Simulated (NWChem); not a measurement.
Species: SiHICl$_{2}$; SMILES Cl[SiH](Cl)I

Computed with NWChem. def2 effective core potentials on I; no spin-orbit coupling. Each level has its own optimisation; frequencies are unscaled.

For level PBE0/def2-SVP (core potentials):

- r Cl–Si (Å) = 2.050
- r I–Si (Å) = 2.429
- highest harmonic frequency (cm⁻¹) = 2305

Question: How do the values read with level Hartree-Fock/3-21G (all-electron, non-relativistic) instead?

Answer: 
| Property | Value |
|---|---|
| r Cl–Si (Å) | 2.151 |
| r I–Si (Å) | 2.536 |
| highest harmonic frequency (cm⁻¹) | 2421 |
